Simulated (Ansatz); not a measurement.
Consider the substitution at a C–C bond: `CC(C)CCl` + `O[SiH2][AlH2]` → `CO[SiH2][AlH2]` + `CCCCl`.

Program: Ansatz. Geometries: PBE0-D4/def2-TZVP. ΔE: electronic, gas phase. CBS: MP2 limit from def2 TZ/QZ plus the TZ coupled-cluster correction, frozen cores. Functionals use def2-TZVPP. Each species was taken in one conformer, which may not be the lowest.

`CC(C)CCl`:

Cartesian coordinates in Å:
```
C 0.973 -1.005 -0.486
C 0.168 0.264 -0.239
C -1.278 0.092 -0.673
C 0.284 0.633 1.228
Cl -0.454 2.216 1.606
H 0.572 -1.842 0.094
H 2.024 -0.878 -0.211
H 0.934 -1.286 -1.541
H 0.615 1.080 -0.819
H -1.337 -0.148 -1.736
H -1.752 -0.726 -0.119
H -1.858 0.999 -0.496
H 1.328 0.705 1.534
H -0.218 -0.102 1.859
```

`O[SiH2][AlH2]`:

Cartesian coordinates in Å:
```
O -0.399 1.209 -1.356
Si -0.254 -0.292 -0.661
Al 0.578 -0.033 1.640
H -0.716 1.241 -2.260
H -1.569 -1.009 -0.684
H 0.661 -1.159 -1.472
H 0.785 -1.340 2.523
H 0.914 1.385 2.270
```

`CO[SiH2][AlH2]`:

Cartesian coordinates in Å:
```
C -1.645 1.271 -0.443
O -0.794 0.149 -0.488
Si 0.570 0.059 0.444
Al 1.695 -2.083 0.005
H -2.475 1.102 -1.131
H -1.119 2.184 -0.747
H -2.052 1.424 0.564
H 1.457 1.233 0.152
H 0.202 0.217 1.890
H 1.118 -3.141 -1.028
H 3.043 -2.415 0.781
```

`CCCCl`:

```xyz
11

C     0.379   -0.647    1.061
C    -0.358    0.436    0.296
C    -0.267    0.297   -1.207
Cl    1.409    0.495   -1.804
H     1.446   -0.631    0.831
H     0.263   -0.512    2.138
H    -0.003   -1.640    0.805
H     0.010    1.425    0.584
H    -1.425    0.413    0.550
H    -0.860    1.055   -1.716
H    -0.593   -0.690   -1.539
```

CCSD(T)/CBS gives +0.63 eV.

(1) Another level gave +0.59 eV. Which?
A. HF/def2-TZVPP
B. BHLYP/def2-TZVPP
C. B2PLYP/def2-TZVPP
D. r2SCAN0-D4/def2-TZVPP

(2) What do rigid-rotor, harmonic-oscillator terms from PBE0-D4/def2-TZVP frequencies (298.15 K, 1 bar) make of the CCSD(T)/CBS value? (Best estimate.)

Largest T1 diagnostic among the species: 0.012.

Answers

(1) D. r2SCAN0-D4 0.59, BHLYP 0.49, HF/def2-TZVPP 0.44, B2PLYP 0.54 eV.

(2) The calculation gave: ΔZPE = +0.01 eV, ΔH = +0.64 eV, ΔS = 13 J/(mol·K), ΔG = +0.61 eV.

Leaving LDA and LC-ωPBE aside and taking each functional with its dispersion term where it has one, the values, not all of them listed here, spread over 0.13 eV, from BLYP-D4 to PBE-QIDH. LDA lies +0.08 eV from PBE without D4. From BLYP to BHLYP (50 % exact exchange), in def2-TZVPP and without D4, ΔE moves by +0.06 eV.
